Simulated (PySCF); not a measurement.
## C₆ coefficients of unlike pairs at wB97M-V

Calculated with PySCF 2.14 from the dipole response of each species, C₆(A,B) = (3/π) ∫ α_A(iu) α_B(iu) du, in atomic units, from isotropic polarisabilities. For ions this is the dispersion term alone; charge-induced terms of lower order in 1/R come first.

```
species      configuration                                                                                              basis      relativity  α (bohr³)  C₆ (like pair)
   Cd²⁺     [Kr] 4d10 (1S)  aug-cc-pVTZ-PP with one added diffuse shell each of s, p, d, f, g type with ECP28MDF (7s7p6d4f3g)  core potential      5.477           27.49
   Mg²⁺          [Ne] (1S)                                                                           dyall-acv3z (20s13p7d4f)   spin-free X2C     0.5036          0.6075
    O²⁺  [He] 2s2 2p2 (3P)                     x2c-QZVPPall with one added diffuse shell each of s, p, d, f type (8s5p4d3f1g)   spin-free X2C      1.714           2.311
```

Task: Estimate C₆ for O²⁺ with Mg²⁺.

Result: The integral gives 1.066. The combination rule 2 C_A C_B / (C_A α_B/α_A + C_B α_A/α_B) gives 1.022 and the geometric mean 1.185.

No spin-orbit coupling is included.

The other pairs:

```
      pair     C₆
 O²⁺, Cd²⁺  7.951
Mg²⁺, Cd²⁺  3.785
```
